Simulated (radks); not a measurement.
Ti VII, 16 electrons, occupied as [Ne] 3s1 3p5 (not the ground configuration).

Calculated with a radial shooting solver on a logarithmic mesh with Libxc functionals: scalar-relativistic Kohn-Sham, r2SCAN, spin-polarised, spherical densities, finite nucleus; open shells are filled with parallel spins first; meta-GGA in the generalised Kohn-Sham scheme; Fermi nuclear charge, rms radius 3.5921 fm.

Energy parts (hartree):
total: -841.40038
kinetic: 848.74461
electron-nucleus: -1937.81700
Hartree: 286.65328
exchange-correlation: -38.98126

Orbitals (lengths in bohr, moments of r in powers of bohr; <r^-3> diverges for s and p1/2; r(max) is where P^2 peaks):
orbital  occ.  eigenvalue (hartree)  <1/r>  <r^-3>   r(max)
1s up       1             -183.7871  21.80       -  0.04556
1s down     1             -183.7433  21.80       -  0.04556
2s up       1             -24.04201  4.577       -   0.2681
2s down     1             -24.01671  4.573       -   0.2684
2p up       3             -20.56431  4.464   266.5   0.2192
2p down     3             -20.52172  4.461   266.0   0.2195
3s up       1              -5.95048  1.510       -   0.8369
3s down     0              -5.74116  1.493       -   0.8415
3p up       3              -4.97473  1.415   38.54   0.8518
3p down     2              -4.78048  1.400   37.76   0.8565

The highest occupied level is 3p down at -130.08 eV. The configuration is held as typed, so some empty levels lie below it. Spin moment in Bohr magnetons: 2.
